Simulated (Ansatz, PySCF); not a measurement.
Gas-phase reaction (SMILES): N[Si](O)(O)O → N[Si]([O])(O)O + H atom; the H-O bond at the site shown breaks (other sites are not compared here).

Each molecule is optimised on its own at B3LYP-D3(BJ)/def2-TZVP (Ansatz, an electronic-structure program), one conformer each, not searched for the lowest. Correlated levels leave the core frozen unless marked. UHF or UKS for open shells. No spin-orbit coupling. Non-relativistic. CBS marks a two-point X^-3 extrapolation of the correlation energy; Hartree-Fock from the larger set. Thermal terms are rigid-rotor harmonic-oscillator values from B3LYP-D3(BJ) frequencies (Ansatz or PySCF) at 298.15 K and 1 atm. 1 Eh = 627.5095 kcal/mol. Atoms have translation alone.

```tsv
species	E, CCSD(T)/CBS(cc-pV(T+d)Z,cc-pV(Q+d)Z) (Ansatz) (Eh)	E, PBE-D3(BJ)/def2-TZVPD (Ansatz + dftd3) (Eh)	H - E (Eh)
N[Si](O)(O)O	-572.50706	-572.81699	0.07786
N[Si]([O])(O)O	-571.80417	-572.13767	0.06554
H atom	-0.49995	-0.49962	0.00236
```

Q: Work out ΔE and ΔH at 298.15 K at the first level, then ΔH at the second.

A: 
1. ΔE = [(-571.80417) + (-0.49995)] - [(-572.50706)] = 0.20294 Eh = 127.3 kcal/mol at CCSD(T)/CBS(cc-pV(T+d)Z,cc-pV(Q+d)Z).
2. The terms H - E add up to -0.00996 Eh, so ΔH = (0.20294 + (-0.00996))×627.5095 = 121.1 kcal/mol.
3. At PBE-D3(BJ)/def2-TZVPD the same steps give ΔE = 112.8 and ΔH = 106.5 kcal/mol, a shift of -14.6 from the first level.
4. These values are not checked against measurement here, since the tables used lack a sound gas-phase enthalpy of formation for at least one species.
